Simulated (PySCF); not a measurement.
How the method changes the constants of IBr⁺

State: ²Π (doublet), unpaired electrons π ↑. Set-up: PySCF, scalar-relativistic core potentials, basis sets I cc-pVDZ-PP with ECP28, Br cc-pVDZ-PP with ECP10. De refers to I⁺ + Br in their high-spin ground configurations, without counterpoise correction. The functionals are run spin-unrestricted. A positive dipole points towards Br; it is taken about the centre of mass and depends on that origin. Levels whose curve was spin-contaminated or gave no clean fit are not listed.

| Level | Re (Å) | ωe (cm⁻¹) | De (eV) | μ (D) | CPU s a point (SCF and correlation, without the integrals) |
| --- | --- | --- | --- | --- | --- |
| UHF | 2.416 | 284 | 0.57 | -1.80 | 0.08 |
| UHF-CCSD | 2.437 | 290 | 1.77 | n/a | n/a |
| UHF-CCSD(T) | 2.444 | 285 | 1.92 | n/a | 3.3 |
| LDA | 2.412 | 301 | 3.74 | -0.36 | 0.26 |
| PBE | 2.442 | 286 | 3.04 | -0.45 | 0.59 |
| revPBE | 2.450 | 281 | 2.79 | -0.48 | 0.52 |
| r²SCAN | 2.421 | 298 | 2.72 | -0.61 | 0.77 |
| B3LYP | 2.439 | 291 | 2.60 | -0.57 | 0.46 |
| PBE0 | 2.405 | 309 | 2.59 | -0.64 | 0.65 |
| CAM-B3LYP | 2.406 | 313 | 2.37 | -0.72 | 0.82 |

(1) Which functional lies closest to UHF-CCSD(T) in De, which farthest, and by how much do they differ from it?

(2) What does the step from GGA to meta-GGA do here, going from PBE to r²SCAN?

(3) What does the triples do here, going from UHF-CCSD to UHF-CCSD(T)?

Correlated steps freeze 8 core orbitals. Correlated levels converge slowly with the basis: in double zeta they bind strong bonds too weakly, by up to about 1 eV, and carry superposition errors of some tenths. Spin–orbit coupling is left out, which matters for elements this heavy, above all for dissociation energies. For an ion De counts to the pair picked by the measured ionisation energies or electron affinities, which need not be the lowest pair at this level. Counting both spins, an empty level lies below a filled one in some of these solutions, because spin and occupation are held. The state was picked by a PBE0 search and need not be the measured ground state.

The whole job (state search and all levels along the bond) took about 1.5 min on 1 thread of Intel Xeon 6975P-C (shared host), peak memory 0.51 GiB.

Results:

(1) Closest is CAM-B3LYP (-3.8 pm in Re, +9.8 % in ωe, +0.45 eV in De against UHF-CCSD(T) in the same basis), farthest LDA (-3.2 pm in Re, +5.6 % in ωe, +1.82 eV in De). CCSD(T) converges more slowly with the basis than the functionals do and binds too weakly in this one, so the order can change at the basis-set limit.

(2) r²SCAN less PBE: -2.1 pm in Re, +4.2 % in ωe, -0.32 eV in De. 

(3) UHF-CCSD(T) less UHF-CCSD: +0.7 pm in Re, -1.7 % in ωe, +0.15 eV in De. Correlation nearly always deepens the well. The bond lengthens, as in strong covalent bonds, where excitations into antibonding orbitals dominate.
